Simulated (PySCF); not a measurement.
**Electron correlation in V⁺ (vanadium, charge +1)**

[Ar] 3d3 4p1, one real determinant (an excited configuration). Computed with PySCF 2.14 in x2c-TZVPPall with one added diffuse shell each of s, p, d, f type (7s6p5d3f1g, 80 functions), with the spin-free X2C one-electron Hamiltonian (Gaussian nucleus). Frozen: [Ar]; 4 electrons correlated.

```
  level  correlation energy (mhartree)
   CCSD                         -30.86
    (T)                          -0.75
CCSD(T)                         -31.61
```

Diagnostics: T1 = 0.011, D1 = 0.0239, largest double amplitude 0.071.

Question: Is a single reference adequate?

Answer: Mostly. T1 lies below 0.03, but a double amplitude of this size points to a near-degeneracy that CCSD handles and MP2 describes poorly.

The reference is one real determinant that mixes LS terms of this configuration.
